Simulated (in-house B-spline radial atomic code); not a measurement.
Computed with a B-spline radial atomic code. Model: two electrons, singlet ground state, non-relativistic, full CI in B-splines with partial waves to l = 8 (at full coupling up to 3e-4 hartree above the limit, correlation up to 0.6 % small), density held at that of full coupling by Lieb maximisation.

W(λ) is the mean repulsion in the state of coupling λ less the Hartree energy of the fixed density. Its start is exact exchange, its initial slope is twice the second-order Görling-Levy correlation energy, and its area from 0 to 1 is E_xc. A straight curve means weak, dynamic correlation, and a curve that drops fast and flattens means strong correlation.

Command:
```bash
python run_ac.py task.json out
```
Settings (lengths in bohr, energies in hartree):
```
potential              gauss
strength               3.64
lmax                   8
second                 2.93
```

Run time, properties included: 13 s on 1 thread of Intel(R) Xeon(R) Processor @ 2.30GHz, with other jobs on the host.

**W = mean repulsion less Hartree energy, and W of three functionals.**

Given: confinement Gaussian well; well depth 3.64 hartree; well width 2.93 bohr; external potential -V exp(-r^2/w^2).

Computed: PBE exchange minus exact 27.12 millihartree; SCAN exchange minus exact 2.6692 millihartree.

```
coupling  W xc (hartree)  W xc minus exchange (millihartree)  kinetic minus Kohn-Sham (millihartree)  LDA (PW92) W minus its exchange (millihartree)  PBE W minus its exchange (millihartree)  SCAN W minus its exchange (millihartree)
       0        -0.64477                                   0                                       0                                               0                                        0                                         0
    0.02        -0.64672                               -1.95                                    0.02                                          -10.91                                    -3.13                                     -1.88
    0.05        -0.64959                              -4.823                                    0.12                                          -21.94                                    -7.57                                     -4.61
    0.12        -0.65605                             -11.288                                    0.67                                          -41.07                                   -17.03                                    -10.68
    0.25        -0.66724                             -22.473                                    2.73                                          -66.91                                   -32.29                                    -21.07
     0.4        -0.67895                              -34.18                                    6.52                                          -89.49                                   -47.35                                    -31.92
     0.6        -0.69282                             -48.055                                   13.42                                         -113.19                                   -64.47                                    -44.86
     0.8               ?                                   ?                                       ?                                               ?                                        ?                                         ?
       1        -0.71577                             -71.004                                   31.59                                         -148.54                                   -91.98                                     -66.7
     1.4        -0.73388                             -89.111                                   53.18                                         -174.72                                  -113.53                                    -84.51
       2        -0.75476                                -110                                   88.37                                         -204.23                                  -138.75                                   -105.87
       3               ?                                   ?                                       ?                                               ?                                        ?                                         ?
     4.5        -0.80232                             -157.55                                  234.07                                         -273.05                                  -200.28                                   -157.99
       7        -0.82505                             -180.28                                  362.04                                         -308.59                                  -233.08                                   -183.67
      10        -0.84104                             -196.28                                  496.04                                         -335.22                                  -257.98                                   -200.97
```

(1) What belongs in the row 0.8?

(2) What belongs in the row 3?

(3) What is the LDA exchange minus exact?

**Energy parts, natural occupations and partial-wave weights.**

Computed: total energy -4.1083 hartree; exchange energy -0.64477 hartree; correlation energy -0.039412 hartree; kinetic part of the DFT correlation energy 0.031592 hartree; Hartree energy 1.2895 hartree; Kohn-Sham kinetic 0.97167 hartree; Lieb Oxford ratio E_xc over LDA exchange 1.2422.

| natural | occupation of the shell (electrons) |
| --- | --- |
| s | 1.9656 |
| p | ? |
| s | 0.0021641 |
| d | 0.00089445 |
| p | 0.00022581 |
| f | 0.00010589 |

(4) What belongs in the row p?

| wave | weight |
| --- | --- |
| s | 0.9839 |
| p | ? |
| d | 0.00046897 |
| f | 5.8773e-05 |
| g | 1.2921e-05 |

(5) What belongs in the row p?

(6) What is the initial slope twice GL2?

(7) What is the kinetic part over minus potential part?

Results:

(1) W xc (hartree): -0.70501; W xc minus exchange (millihartree): -60.24; kinetic minus Kohn-Sham (millihartree): 21.93; LDA (PW92) W minus its exchange (millihartree): -132.38; PBE W minus its exchange (millihartree): -79.15; SCAN W minus its exchange (millihartree): -56.37.

(2) W xc (hartree): -0.77908; W xc minus exchange (millihartree): -134.31; kinetic minus Kohn-Sham (millihartree): 148.33; LDA (PW92) W minus its exchange (millihartree): -238.8; PBE W minus its exchange (millihartree): -169.26; SCAN W minus its exchange (millihartree): -131.97.

(3) 93.972 millihartree.

(4) occupation of the shell (electrons): 0.030873.

(5) weight: 0.015556.

(6) -0.098206 hartree.

(7) 0.44493.

Half-way to full coupling W has made 58 % of its drop, against 50 % for a straight line, and second-order (GL2) theory, half the initial slope, overshoots the correlation energy by about 25 %: a moderate bend, as in light atoms. Over couplings 0 to 1 the errors in E_xc come to about +39 millihartree for LDA, +14 millihartree for PBE, +5.2 millihartree for SCAN, so SCAN is nearest. In LDA and PBE the errors of exchange and correlation have opposite signs, so the sum is smaller than the larger of the two.
